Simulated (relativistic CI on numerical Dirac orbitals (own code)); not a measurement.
Ligand-field terms of d3

Computed with a parametric ligand-field model of a d^n configuration (Racah B and C, spin-orbit zeta, crystal field), exact diagonalisation.

Field parameters in Wybourne normalisation: Oh B⁴₀ = 21Dq, B⁴₄ = √(5/14) B⁴₀. The field is a parameter set, without covalency.

Question: Ground term and bands for B = 830, C = 3560, ζ = 0 cm⁻¹, Oh, 10Dq = 34030 cm⁻¹?

Answer: Ground term 4A2 with 0.00 electrons in the two orbitals of the cubic e set. Spin-allowed: 4T2 34030 cm⁻¹ (294 nm), 4T1 43087 cm⁻¹ (232 nm), 4T1 71453 cm⁻¹ (140 nm). Lowest spin-forbidden: 2E 17107 cm⁻¹ (585 nm), 2T1 17742 cm⁻¹ (564 nm), 2T2 26944 cm⁻¹ (371 nm). With an A2 ground term the first spin-allowed band lies at |10Dq| itself.

Question: Ground term and bands for B = 830, C = 3560, ζ = 0 cm⁻¹, Oh, 10Dq = 15770 cm⁻¹?

Answer: Ground term 4A2 with 0.00 electrons in the two orbitals of the cubic e set. Spin-allowed: 4T2 15770 cm⁻¹ (634 nm), 4T1 23397 cm⁻¹ (427 nm), 4T1 36363 cm⁻¹ (275 nm). Lowest spin-forbidden: 2E 16625 cm⁻¹ (602 nm), 2T1 17400 cm⁻¹ (575 nm), 2T2 24400 cm⁻¹ (410 nm). With an A2 ground term the first spin-allowed band lies at |10Dq| itself.

Question: Ground term and bands for B = 830, C = 3560, ζ = 0 cm⁻¹, Oh, 10Dq = 5810 cm⁻¹?

Answer: Ground term 4A2 with 0.00 electrons in the two orbitals of the cubic e set. Spin-allowed: 4T2 5810 cm⁻¹ (1721 nm), 4T1 9891 cm⁻¹ (1011 nm), 4T1 19989 cm⁻¹ (500 nm). Lowest spin-forbidden: 2E 16003 cm⁻¹ (625 nm), 2T1 16689 cm⁻¹ (599 nm), 2A1 19810 cm⁻¹ (505 nm). With an A2 ground term the first spin-allowed band lies at |10Dq| itself.

Question: Ground term and bands for B = 830, C = 3560, ζ = 0 cm⁻¹, Oh, 10Dq = 35690 cm⁻¹?

Answer: Ground term 4A2 with 0.00 electrons in the two orbitals of the cubic e set. Spin-allowed: 4T2 35690 cm⁻¹ (280 nm), 4T1 44797 cm⁻¹ (223 nm), 4T1 74723 cm⁻¹ (134 nm). Lowest spin-forbidden: 2E 17135 cm⁻¹ (584 nm), 2T1 17758 cm⁻¹ (563 nm), 2T2 27075 cm⁻¹ (369 nm). With an A2 ground term the first spin-allowed band lies at |10Dq| itself.

Question: Ground term and bands for B = 830, C = 3560, ζ = 0 cm⁻¹, Oh, 10Dq = 37350 cm⁻¹?

Answer: Ground term 4A2 with 0.00 electrons in the two orbitals of the cubic e set. Spin-allowed: 4T2 37350 cm⁻¹ (268 nm), 4T1 46502 cm⁻¹ (215 nm), 4T1 77998 cm⁻¹ (128 nm). Lowest spin-forbidden: 2E 17162 cm⁻¹ (583 nm), 2T1 17773 cm⁻¹ (563 nm), 2T2 27196 cm⁻¹ (368 nm). With an A2 ground term the first spin-allowed band lies at |10Dq| itself.
